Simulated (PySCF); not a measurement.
Compound: C6H12S (charge +1 and doublet state).
Structure used (GFN2-xTB), in Å, numbered top down from 1:
```
atom  x, y, z in Å
C1    -0.728    0.913    0.867
C2    -1.315    0.007    0.026
C3    -2.623   -0.613    0.303
C4    -0.504   -0.528   -1.111
C5     0.991   -0.382   -0.812
S6     1.232   -0.486    1.008
C7     2.679    0.568    1.222
H8    -0.020    1.643    0.509
H9    -1.191    1.155    1.811
H10   -2.481   -1.626    0.688
H11   -3.196   -0.717   -0.618
H12   -3.199   -0.048    1.030
H13   -0.765   -1.576   -1.270
H14   -0.749    0.000   -2.037
H15    1.381    0.581   -1.138
H16    1.571   -1.177   -1.278
H17    2.489    1.569    0.848
H18    2.901    0.604    2.285
H19    3.517    0.122    0.691
```

The hyperfine couplings belong to this conformer and change with its torsions.

As a line formula: `C(CC(=C)C)[S+]C` [radical] (charge +1).

Theory: UKS B3LYP, pcH-1 on C H S, non-relativistic, mean-field spin-orbit, GIAO in PySCF. The structure is a single GFN2-xTB conformer in the gas phase; no vibrational or solvent corrections. A GFN2-xTB geometry isn't a minimum of the functional, and hyperfine couplings can be far from their values at a DFT geometry, by a factor of two or more for some ions and for spin on atoms past the first row. The frame is twisted about the C1–C2 bond at this geometry (dihedral H9–C1–C2–C3 = 4°); couplings at other torsion angles weren't computed. The SCF solution wasn't tested for stability.

Principal values of hyperfine tensors in MHz (contact, dipolar and spin–orbit terms together), for some of the nuclei:

| atom | isotope | A1 | A2 | A3 |
| --- | --- | --- | --- | --- |
| H10 | 1H | 90.58 | 93.27 | 98.75 |
| S6 | 33S | 12.34 | 16.13 | 160.94 |
| H19 | 1H | 52.76 | 56.01 | 59.89 |
| H14 | 1H | 41.53 | 44.63 | 50.03 |
| H8 | 1H | 35.55 | 39.70 | 56.90 |
| H11 | 1H | 35.27 | 35.97 | 44.45 |
| C2 | 13C | -3.69 | -2.97 | 111.00 |
| H17 | 1H | 17.82 | 18.81 | 25.21 |

Task: Split each tensor into its isotropic and traceless parts, and turn a_iso into mT with g = 2.0070.

Result: a_iso = (A1 + A2 + A3)/3, Ti = Ai − a_iso; 1 mT corresponds to 28.090 MHz. The tensors hold a spin–orbit part: the run splits a_iso into a_FC + a_SO, and T includes its anisotropic share.

```json
{"atom": "H10", "a_iso (MHz)": "94.20", "a_FC": "94.20", "a_SO": "0.00", "a_iso (mT)": "3.354", "T1": "-3.62", "T2": "-0.93", "T3": "4.55"}
{"atom": "S6", "a_iso (MHz)": "63.14", "a_FC": "63.58", "a_SO": "-0.44", "a_iso (mT)": "2.248", "T1": "-50.80", "T2": "-47.01", "T3": "97.80"}
{"atom": "H19", "a_iso (MHz)": "56.22", "a_FC": "56.22", "a_SO": "0.00", "a_iso (mT)": "2.001", "T1": "-3.45", "T2": "-0.21", "T3": "3.67"}
{"atom": "H14", "a_iso (MHz)": "45.39", "a_FC": "45.39", "a_SO": "0.00", "a_iso (mT)": "1.616", "T1": "-3.86", "T2": "-0.77", "T3": "4.63"}
{"atom": "H8", "a_iso (MHz)": "44.05", "a_FC": "44.05", "a_SO": "0.00", "a_iso (mT)": "1.568", "T1": "-8.50", "T2": "-4.35", "T3": "12.85"}
{"atom": "H11", "a_iso (MHz)": "38.56", "a_FC": "38.56", "a_SO": "0.00", "a_iso (mT)": "1.373", "T1": "-3.29", "T2": "-2.59", "T3": "5.88"}
{"atom": "C2", "a_iso (MHz)": "34.78", "a_FC": "34.91", "a_SO": "-0.13", "a_iso (mT)": "1.238", "T1": "-38.47", "T2": "-37.75", "T3": "76.22"}
{"atom": "H17", "a_iso (MHz)": "20.61", "a_FC": "20.59", "a_SO": "0.02", "a_iso (mT)": "0.734", "T1": "-2.79", "T2": "-1.80", "T3": "4.60"}
```

Task: What spin density at the nucleus of H19 lies behind its contact coupling (g_N = 5.58569)?

Result: a_FC = (2μ0/3) gₑ μB g_N μN ρ(0)/(2S·h) = 800.24 MHz × g_N × ρ(0)/(2S), with ρ in bohr⁻³. With a_FC = 56.22 MHz and 2S = 1, ρ(0) = 0.01258 bohr⁻³. In magnitude that is 4.0 % of the 1/π = 0.318 of a free hydrogen atom.

Task: C1 (13C, g_N = 1.40482) isn't in the table. Its spin density at the nucleus is 0.03041 bohr⁻³. What is its contact coupling?

Result: By the same relation, a_FC = 34.2 MHz. Its full tensor has the principal values 20.49, 25.91, 56.00 MHz.

Task: Name the largest traceless tensor T of the table and describe it.

Result: S6: -50.8, -47.0, 97.8 MHz (the dipolar term alone has -49.9, -47.5, 97.4), nearly axial, close to the ratio −1:−1:+2, the form that spin in one p orbital centred on that nucleus gives.

Task: What first-order splitting does H19 cause when the field lies along A1, A2 or A3 of its tensor (g taken as isotropic, no quadrupole term)?

Result: 2 lines (I = 1/2), spaced by |A_i|/(g × 13.996): 1.88, 1.99, 2.13 mT along the axes of A1, A2 and A3.
